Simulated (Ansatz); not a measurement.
Geometry optimisation, RKS PBE0-D4/def2-SVP (Ansatz 0.2.0).

The input (input.yaml):

```yaml
crystal:
  periodic: [false, false, false]
  atoms:
    - { symbol: Ge, position_ang: [-0.865207, 1.012192, -0.018547] }
    - { symbol: S, position_ang: [2.184245, -0.497828, -1.03752] }
    - { symbol: C, position_ang: [-1.155184, -0.656749, 0.507779] }
    - { symbol: H, position_ang: [1.016801, -0.853401, -0.433422] }
    - { symbol: H, position_ang: [-1.22221, 1.514262, -1.416418] }
    - { symbol: H, position_ang: [-0.137453, 2.022263, 0.865421] }
    - { symbol: H, position_ang: [2.745566, -0.177866, 0.147007] }
    - { symbol: H, position_ang: [-0.907709, -0.981065, 1.521408] }
    - { symbol: H, position_ang: [-1.658847, -1.382007, -0.135608] }
basis:
  gaussian: { orbitals: def2-SVP }
hamiltonian:
  xc: pbe0
  dispersion: d4
relax:
  f_tol: 0.03
  max_steps: 50
```

Run as:

```bash
$ ansatz run input.yaml --threads 2 --pin off --max-ram 3072MiB --backend cpu --events-out ev --progress --plain --runs-dir out
```

Question: Where does it end, and by what steps?

Answer: The forces met the threshold. The force dipped under the threshold on the way, but the program's further checks kept it going. After 23 steps the energy has fallen by 0.063 eV; H4 moved furthest, 1.06 Å.

```csv
step,energy less start (eV),largest force component (eV/Å),accepted
0,0.0000,0.129,yes
1,-0.0243,0.275,yes
2,-0.0356,0.256,yes
3,-0.0392,0.121,yes
4,-0.0427,0.067,yes
5,-0.0173,0.781,no
6,-0.0471,0.082,yes
7,-0.0471,0.307,yes
8,-0.0510,0.106,yes
9,-0.0521,0.098,yes
10,-0.0570,0.028,yes
11,-0.0433,0.765,no
12,-0.0591,0.128,yes
13,-0.0598,0.152,yes
14,-0.0608,0.090,yes
15,-0.0614,0.054,yes
16,-0.0620,0.009,yes
17,-0.0621,0.079,yes
18,-0.0624,0.031,yes
19,-0.0625,0.014,yes
20,-0.0627,0.057,yes
21,-0.0628,0.055,yes
22,-0.0630,0.037,yes
23,-0.0632,0.015,yes
```

```xyz
9
Properties=species:S:1:pos:R:3
Ge -0.764 0.860 0.000
S 2.352 0.050 -1.043
C -1.482 -0.594 0.715
H 1.707 -1.126 -1.195
H -0.974 1.244 -1.464
H -0.021 1.901 0.838
H 2.574 -0.189 0.267
H -1.348 -0.836 1.772
H -2.043 -1.310 0.109
```

Whether the end is a true minimum wasn't checked by a vibrational analysis.

The run took 43 s on 2 threads of Intel(R) Xeon(R) Platinum 8488C (Sapphire Rapids), on a shared host, peak memory 0.22 GiB.
